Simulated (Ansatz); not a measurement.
## Pulling the pair apart

The pair of Cl⁻ (SMILES [Cl-], atom 1) and Si2H6 (SMILES [SiH3][SiH3], atoms 2–9), both closed shells, in one local arrangement (a lower one may exist), relaxed at PBE0-D4/def2-TZVPD:

Cl1  (-0.789, -1.062, -2.073)
Si2  (0.497, 0.982, -0.432)
Si3  (-0.356, -0.792, 0.803)
H4  (1.134, 1.968, 0.537)
H5  (1.626, 0.627, -1.331)
H6  (-0.528, 1.811, -1.119)
H7  (-1.837, -0.912, 0.777)
H8  (-0.064, -0.527, 2.273)
H9  (0.316, -2.095, 0.563)
(Å)

Si2H6 is shifted rigidly along the line between the mean atom positions of the two fragments (negative: closer). Counterpoise interaction energies in kcal/mol. Program: Ansatz 0.2.0. Basis: def2-TZVPPD. Cores are frozen in the correlated methods. B3LYP uses VWN-RPA correlation.

| shift (Å) | r2SCAN-D4 | B3LYP-D4 | wB97M-V |
| --- | --- | --- | --- |
| -0.29 | -16.44 | -14.32 | -16.41 |
| -0.15 | -19.04 | -17.47 | -19.03 |
| 0.00 | -20.00 | -18.83 | -19.96 |
| 0.15 | -19.86 | -19.06 | -19.79 |
| 0.35 | -18.61 | -18.21 | -18.47 |
| 0.73 | -15.00 | -15.10 | -14.80 |
| 1.46 | -8.74 | -9.19 | -8.52 |
| 2.92 | -3.15 | -3.81 | -3.16 |

Task: What does CCSD(T) give at these shifts? (An estimate is asked for; the value comes from the calculation.)

Result: The calculation gives: -12.79, -15.91, -17.27, -17.48, -16.63, -13.64, -8.19, -3.11 kcal/mol. For zero shift, CCSD(T) at an estimated basis limit (MP2 extrapolated from triple and quadruple zeta, plus CCSD(T) − MP2 in triple zeta) gives -19.37 kcal/mol. These are counterpoise interaction energies, counted from the two frozen fragments.

No T1 diagnostic of these runs exceeds 0.012.

For scale, one of the runs: CCSD(T)/def2-TZVPPD, 249 basis functions, launched by `ansatz run in.yaml --threads 4 --pin off --events-out ev --progress --plain --max-ram 9574MiB`. Hardware: 4 CPU threads of an Intel Xeon Platinum 8488C, shared host. Wall time 37 s; peak host memory 4.6 GiB.
